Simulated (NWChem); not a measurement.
System: CH$_{6}$ClGeN; SMILES [GeH2]([Cl])[NH]C

Here is an NWChem input.

```
start job
memory heap 200 mb stack 900 mb global 1100 mb
geometry units angstroms noautoz
  C      1.138196     2.125808     0.248586
  N      0.042328     1.506205    -0.463618
  Ge    -0.677785    -0.070180     0.061129
  Cl     0.728409    -1.737776    -0.119324
  H      2.129041     1.680566     0.037083
  H      0.970699     2.046503     1.334597
  H      1.193883     3.201746     0.014360
  H      0.100861     1.628427    -1.470217
  H     -1.855747    -0.390562    -0.863563
  H     -1.018057     0.025012     1.551842
end
basis spherical
  * library 6-31g*
end
dft
  xc xpbe96 cpbe96
  grid fine
  iterations 150
  mulliken
end
task dft gradient
```

Excerpt of the output:

```
             Northwest Computational Chemistry Package (NWChem) 7.3.0
             --------------------------------------------------------

 C1  symmetry detected

                             Geometry "geometry" -> ""
                             -------------------------

 Output coordinates in angstroms (scale by  1.889725989 to convert to a.u.)

  No.       Tag          Charge          X              Y              Z
 ---- ---------------- ---------- -------------- -------------- --------------
    1 C                    6.0000     1.16109950     2.12455124     0.25410986
    2 N                    7.0000     0.07888900     1.50048195    -0.47488058
    3 Ge                  32.0000    -0.67058840    -0.05796450     0.06218561
    4 Cl                  17.0000     0.72355483    -1.74187288    -0.04569612
    5 H                    1.0000     2.15289296     1.66587918     0.07885738
    6 H                    1.0000     0.96349632     2.06932042     1.33654552
    7 H                    1.0000     1.23365460     3.19484351    -0.00047936
    8 H                    1.0000     0.16584454     1.60127188    -1.48179965
    9 H                    1.0000    -1.82617269    -0.38653406    -0.88753086
   10 H                    1.0000    -1.05013896     0.07124080     1.54080631

 Effective nuclear repulsion energy (a.u.)     366.3547875745

  pbe96 is a nonlocal functional; adding pw91lda local functional.

                                 NWChem DFT Module
                                 -----------------

 Summary of "ao basis" -> "ao basis" (spherical)
 ------------------------------------------------------------------------------
       Tag                 Description            Shells   Functions and Types
 ---------------- ------------------------------  ------  ---------------------
 C                           6-31g*                  6       14   3s2p1d
 N                           6-31g*                  6       14   3s2p1d
 Ge                          6-31g*                 12       32   5s4p3d
 Cl                          6-31g*                  8       18   4s3p1d
 H                           6-31g*                  2        2   2s

            General Information
            -------------------
          SCF calculation type: DFT
          Wavefunction type:  closed shell.
          No. of atoms     :    10
          No. of electrons :    68
           Alpha electrons :    34
            Beta electrons :    34
          Charge           :     0
          Spin multiplicity:     1
          Use of symmetry is: off; symmetry adaption is: off
          Maximum number of iterations: 150
          AO basis - number of functions:    90
                     number of shells:    44
          Convergence on energy requested:  1.00D-06
          Convergence on density requested:  1.00D-05
          Convergence on gradient requested:  5.00D-04

              XC Information
              --------------
          PerdewBurkeErnzerhof Exchange Functional  1.000
            Perdew 1991 LDA Correlation Functional  1.000 local
           PerdewBurkeErnz. Correlation Functional  1.000 non-local

             Grid Information
             ----------------
          Grid used for XC integration:  fine
          Radial quadrature: Mura-Knowles
          Angular quadrature: Lebedev.
          Tag              B.-S. Rad. Rad. Pts. Rad. Cut. Ang. Pts.
          ---              ---------- --------- --------- ---------
          C                   0.70       70          11.0       590
          N                   0.65       70          10.0       590
          Ge                  1.25      140          10.0       974
          Cl                  1.00      123          12.0       770
          H                   0.35       60          12.0       590
          Grid pruning is: on
          Number of quadrature shells:   763
          Spatial weights used:  Erf1

      Superposition of Atomic Density Guess
      -------------------------------------

 Sum of atomic energies:       -2629.41540682

      Non-variational initial energy
      ------------------------------

 Total energy =   -2631.135269
 1-e energy   =   -4386.453632
 2-e energy   =    1388.963576
 HOMO         =      -0.294074
 LUMO         =       0.051923

     ---------------------------------------------
      Total Density - Mulliken Population Analysis
     ---------------------------------------------

    Atom       Charge   Shell Charges
 -----------   ------   -------------------------------------------------------
    1 C    6     6.41   2.00  0.70  1.93  0.64  1.09  0.05
    2 N    7     7.94   2.00  0.82  2.57  0.80  1.73  0.02
    3 Ge  32    31.27   2.00  2.00  6.00  2.00  5.99  1.12  1.58  0.12  0.27  6.88  2.97  0.34
    4 Cl  17    17.47   2.00  2.00  5.98  1.38  3.73  0.56  1.80  0.01
    5 H    1     0.80   0.48  0.32
    6 H    1     0.79   0.47  0.31
    7 H    1     0.79   0.47  0.32
    8 H    1     0.57   0.42  0.16
    9 H    1     0.98   0.45  0.53
   10 H    1     0.98   0.45  0.53

   convergence    iter        energy       DeltaE   RMS-Dens  Diis-err
 ---------------- ----- ----------------- --------- --------- ---------
 d= 0,ls=0.0,diis     1  -2632.6972893609 -3.00D+03  1.61D-02  5.54D-01
 d= 0,ls=0.0,diis     2  -2632.6687354076  2.86D-02  1.05D-02  6.83D-01
 d= 0,ls=0.0,diis     3  -2632.7498680558 -8.11D-02  3.22D-03  1.43D-01
 d= 0,ls=0.0,diis     4  -2632.7622125748 -1.23D-02  1.81D-03  1.98D-02
 d= 0,ls=0.0,diis     5  -2632.7646821781 -2.47D-03  4.72D-04  2.50D-03
  Resetting Diis
 d= 0,ls=0.0,diis     6  -2632.7649846351 -3.02D-04  5.31D-05  4.26D-05
 d= 0,ls=0.0,diis     7  -2632.7649870593 -2.42D-06  3.81D-05  2.81D-06
 d= 0,ls=0.0,diis     8  -2632.7649867745  2.85D-07  1.95D-05  6.42D-06
 d= 0,ls=0.0,diis     9  -2632.7649874070 -6.32D-07  3.05D-06  6.37D-08

         Total DFT energy =    -2632.764987406957
      One electron energy =    -4388.641623090924
           Coulomb energy =     1510.756886381988
    Exchange-Corr. energy =     -121.235038272548
 Nuclear repulsion energy =      366.354787574527

 Numeric. integr. density =       68.000000349451

                       DFT Final Molecular Orbital Analysis
                       ------------------------------------

 Vector   32  Occ=2.000000D+00  E=-2.627928D-01
              MO Center=  5.9D-01, -1.4D+00, -4.6D-02, r^2= 2.2D+00
   Bfn.  Coefficient  Atom+Function         Bfn.  Coefficient  Atom+Function
  ----- ------------  ---------------      ----- ------------  ---------------
    67      0.532295   4 Cl px               68      0.352186   4 Cl py
    71      0.295068   4 Cl px               69     -0.231336   4 Cl pz
    63     -0.209615   4 Cl px               72      0.196292   4 Cl py
    64     -0.138767   4 Cl py               73     -0.129195   4 Cl pz
    20     -0.110087   2 N  s                17      0.101936   2 N  px

 Vector   33  Occ=2.000000D+00  E=-2.558723D-01
              MO Center=  4.2D-01, -1.5D+00,  2.9D-03, r^2= 2.2D+00
   Bfn.  Coefficient  Atom+Function         Bfn.  Coefficient  Atom+Function
  ----- ------------  ---------------      ----- ------------  ---------------
    69      0.634701   4 Cl pz               73      0.358499   4 Cl pz
    65     -0.249742   4 Cl pz               67      0.193176   4 Cl px
    90     -0.152205  10 H  s                88      0.150111   9 H  s
    68      0.127898   4 Cl py               41     -0.112720   3 Ge pz
    71      0.108823   4 Cl px               89     -0.107561  10 H  s

 Vector   34  Occ=2.000000D+00  E=-2.059369D-01
              MO Center=  2.9D-01,  1.3D+00, -3.1D-01, r^2= 2.6D+00
   Bfn.  Coefficient  Atom+Function         Bfn.  Coefficient  Atom+Function
  ----- ------------  ---------------      ----- ------------  ---------------
    17      0.376765   2 N  px               18     -0.353817   2 N  py
    21      0.311606   2 N  px               22     -0.295172   2 N  py
    68     -0.230292   4 Cl py               80     -0.201051   5 H  s
    79     -0.145148   5 H  s                72     -0.143912   4 Cl py
    20     -0.122307   2 N  s                84      0.116722   7 H  s

 Vector   35  Occ=0.000000D+00  E=-1.946787D-02
              MO Center= -3.1D-01, -3.6D-01,  1.7D-02, r^2= 4.3D+00
   Bfn.  Coefficient  Atom+Function         Bfn.  Coefficient  Atom+Function
  ----- ------------  ---------------      ----- ------------  ---------------
    38      0.749453   3 Ge s                43     -0.533280   3 Ge px
    70      0.516105   4 Cl s                72      0.414725   4 Cl py
    40      0.401099   3 Ge py               44      0.346103   3 Ge py
    39     -0.334717   3 Ge px               42     -0.336136   3 Ge s
    68      0.297986   4 Cl py               71     -0.290432   4 Cl px

[...]

                         DFT ENERGY GRADIENTS

    atom               coordinates                        gradient
                 x          y          z           x          y          z
   1 C       2.194160   4.014820   0.480198   -0.007186  -0.002432  -0.004709
   2 N       0.149079   2.835500  -0.897394    0.005892  -0.007079   0.001314
   3 Ge     -1.267228  -0.109537   0.117514    0.002140   0.001309  -0.000750
   4 Cl      1.367320  -3.291662  -0.086353   -0.004775   0.007329   0.000050
   5 H       4.068378   3.148055   0.149019   -0.001629   0.000725   0.000509
   6 H       1.820744   3.910449   2.525705    0.000993   0.000568  -0.001351
   7 H       2.331269   6.037379  -0.000906    0.000371  -0.001804   0.001037
   8 H       0.313401   3.025965  -2.800195   -0.000876   0.000681   0.005596
   9 H      -3.450966  -0.730443  -1.677190    0.004077   0.001204   0.003622
  10 H      -1.984475   0.134626   2.911702    0.000992  -0.000500  -0.005317
```

Level: PBE/6-31G* (spherical d). Structure relaxed at the PBE0/def2-SVP level.
